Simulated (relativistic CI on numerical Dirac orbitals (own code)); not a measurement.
## Line list: Electric-dipole lines, K XI

These numbers are calculated, not measured: Dirac-Coulomb-Breit CI, separate exchange-only KLI orbitals for each configuration, a model potential for QED, unscaled Slater integrals (own radial code, finite nucleus).

Configuration list (outside the closed core 1s2): 2s²2p⁵, 2s2p⁶, 2s²2p⁴3s, 2s²2p⁴3p, 2p⁶3s, 2p⁶3p, 2s²2p⁴3d, 2p⁶3d, 2s2p⁵3s, 2s2p⁵3p, 2s2p⁵3d, 2s²2p⁴4s, 2s²2p⁴4p, 2s²2p⁴4d, 2s²2p⁴4f, 2s²2p⁴5s, 2s²2p³3s², 2s²2p⁴5p, 2s²2p⁴5d, 2s²2p⁴5f, 2s²2p⁴5g, 2s²2p³3s3p, 2s2p⁵4s, 2s2p⁵4p, 2s²2p³3p², 2s²2p³3s3d, 2s2p⁵4d, 2s2p⁵4f, 2s²2p³3p3d, 2s2p⁴3s², 2s²2p³3d², 2s2p⁵5s, 2s2p⁴3s3p, 2s2p⁵5p, 2s2p⁵5d, 2s2p⁵5f. Levels of other configurations are missing.

```tsv
λ vac (nm)	Lower	Upper	A (s⁻¹)	E lower (Ry)	E upper (Ry)
2.6454	2s²2p⁵ ²P°3/2 [1]	2s²2p⁴4d ²D5/2 [173]	7.16e+11	0.0000	34.4468
2.6461	2s²2p⁵ ²P°3/2 [1]	2s²2p⁴4d ²P3/2 [172]	1.10e+12	0.0000	34.4380
2.6854	2s²2p⁵ ²P°3/2 [1]	2s²2p⁴4d ²D5/2 [150]	1.07e+12	0.0000	33.9338
2.7441	2s2p⁶ ²S1/2 [3]	2s2p⁵4d ²P°3/2 [360]	1.61e+12	6.1186	39.3267
3.1545	2s²2p⁵ ²P°3/2 [1]	2s²2p⁴3d ²D5/2 [59]	4.98e+11	0.0000	28.8874
3.1560	2s2p⁶ ²S1/2 [3]	2s2p⁵3d ²P°3/2 [188]	1.36e+12	6.1186	34.9932
3.1742	2s²2p⁵ ²P°1/2 [2]	2s²2p⁴3d ²D3/2 [60]	1.22e+12	0.2134	28.9216
3.2150	2s²2p⁵ ²P°3/2 [1]	2s²2p⁴3d ²D5/2 [56]	3.15e+12	0.0000	28.3443
3.2166	2s²2p⁵ ²P°3/2 [1]	2s²2p⁴3d ²P3/2 [55]	3.57e+12	0.0000	28.3306
3.2225	2s2p⁶ ²S1/2 [3]	2s²2p⁴4f ²P°3/2 [167]	9.52e+11	6.1186	34.3972
3.2308	2s²2p⁵ ²P°3/2 [1]	2s²2p⁴3d ²S1/2 [52]	2.60e+12	0.0000	28.2060
3.2311	2s²2p⁵ ²P°1/2 [2]	2s²2p⁴3d ²D3/2 [58]	2.83e+12	0.2134	28.4164
3.2321	2s²2p⁵ ²P°1/2 [2]	2s²2p⁴3d ²P1/2 [57]	3.30e+12	0.2134	28.4074
3.2820	2s²2p⁵ ²P°3/2 [1]	2s²2p⁴3d ²D5/2 [49]	1.38e+12	0.0000	27.7657
3.3461	2s2p⁶ ²S1/2 [3]	2s2p⁵3d ²P°3/2 [122]	1.99e+12	6.1186	33.3524
11.222	2s²2p⁴3p ⁴D°7/2 [14]	2s²2p⁴4d ⁴F9/2 [127]	8.81e+10	25.5057	33.6258
13.460	2s²2p⁴3d ²D5/2 [59]	2s²2p⁴4f ²F°7/2 [195]	2.44e+11	28.8874	35.6576
13.532	2s²2p⁴3d ²D3/2 [60]	2s²2p⁴4f ²F°5/2 [194]	2.25e+11	28.9216	35.6560
13.544	2s²2p⁴3d ⁴D7/2 [33]	2s²2p⁴4f ⁴G°9/2 [145]	1.11e+11	27.1905	33.9187
13.657	2s2p⁵3d ⁴F°9/2 [86]	2s2p⁵4f ⁴G11/2 [350]	2.05e+11	32.5344	39.2067
13.722	2s²2p⁴3p ²F°7/2 [26]	2s2p⁵3p ²D5/2 [100]	1.14e+11	26.2373	32.8783
13.807	2s²2p⁴3d ²G7/2 [50]	2s²2p⁴4f ²H°9/2 [180]	2.16e+11	28.0389	34.6389
13.810	2s²2p⁴3d ²G9/2 [51]	2s²2p⁴4f ²H°11/2 [181]	2.22e+11	28.0413	34.6398
13.817	2s²2p⁴3d ⁴F5/2 [40]	2s²2p⁴4f ⁴G°7/2 [157]	1.13e+11	27.4946	34.0899
13.865	2s²2p⁴3d ⁴P5/2 [44]	2s²2p⁴4f ⁴D°7/2 [164]	1.41e+11	27.5756	34.1482
13.885	2s²2p⁴3d ⁴F9/2 [37]	2s²2p⁴4f ⁴G°11/2 [144]	2.22e+11	27.3557	33.9184
13.917	2s²2p⁴3d ²F7/2 [43]	2s²2p⁴4f ⁴G°9/2 [156]	1.62e+11	27.5419	34.0899
14.012	2s²2p⁴3d ⁴F7/2 [38]	2s²2p⁴4f ²G°9/2 [147]	1.01e+11	27.4171	33.9207
14.063	2s²2p⁴3d ²F5/2 [46]	2s²2p⁴4f ²G°7/2 [160]	1.70e+11	27.6263	34.1062
14.130	2s²2p⁴3d ²F5/2 [53]	2s²2p⁴4f ²G°7/2 [182]	1.54e+11	28.2297	34.6789
14.168	2s²2p⁴3d ²F7/2 [54]	2s²2p⁴4f ²G°9/2 [183]	1.81e+11	28.2479	34.6799
16.922	2s²2p⁴3s ⁴P5/2 [4]	2s2p⁵3s ⁴P°5/2 [61]	2.59e+10	24.0133	29.3983
33.117	2s²2p⁴4f ²H°9/2 [180]	2s²2p⁴5g ²I11/2 [291]	6.20e+10	34.6389	37.3906
33.124	2s²2p⁴4f ²H°11/2 [181]	2s²2p⁴5g ²I13/2 [293]	6.30e+10	34.6398	37.3909
33.323	2s²2p⁴4f ⁴G°11/2 [144]	2s²2p⁴5g ⁴H13/2 [241]	6.26e+10	33.9184	36.6531
33.368	2s²2p⁴4f ⁴G°9/2 [156]	2s²2p⁴5g ⁴H11/2 [262]	6.15e+10	34.0899	36.8209
33.371	2s²2p⁴4f ⁴G°7/2 [157]	2s²2p⁴5g ⁴H9/2 [261]	5.97e+10	34.0899	36.8206
33.495	2s²2p⁴4f ²G°9/2 [183]	2s²2p⁴5g ²H11/2 [304]	5.60e+10	34.6799	37.4005
33.518	2s²2p⁴4f ²G°7/2 [160]	2s²2p⁴5g ⁴F9/2 [264]	5.18e+10	34.1062	36.8250
33.529	2s²2p⁴4f ⁴D°7/2 [164]	2s²2p⁴5g ²H9/2 [268]	5.46e+10	34.1482	36.8661
48.732	2s²2p⁴3p ⁴D°5/2 [16]	2s²2p⁴3d ⁴F7/2 [38]	4.77e+09	25.5471	27.4171
49.259	2s²2p⁴3p ⁴D°7/2 [14]	2s²2p⁴3d ⁴F9/2 [37]	4.94e+09	25.5057	27.3557
61.059	2s²2p⁴3s ⁴P5/2 [4]	2s²2p⁴3p ⁴D°7/2 [14]	2.54e+09	24.0133	25.5057
64.146	2s²2p⁴3s ⁴P3/2 [5]	2s²2p⁴3p ⁴D°5/2 [16]	1.86e+09	24.1265	25.5471
69.089	2s²2p⁴3s ⁴P5/2 [4]	2s²2p⁴3p ⁴P°5/2 [11]	1.48e+09	24.0133	25.3322
```

Terms are leading LS components. Brackets give the number of a level in order of energy, since labels repeat. The list gives strong lines, with weight on those to low levels, without lines whose two gauges differ by over a factor of 2.5, among the lowest 400 of 1082 levels, so that lines to higher ones, which can be the strongest, are missing. Levels whose partners in the same complex of configurations lie outside the list can be far off, and so can their lines. Rates are taken at the computed energies, electric ones in the length gauge.

At this charge energies of transitions that change n are usually good to better than 1 %, and those within a shell (Δn = 0) to a few per cent.

LS names give the leading component of a level, which can be under half, so a name can repeat, a term be missing and a line seem to break the LS rules.
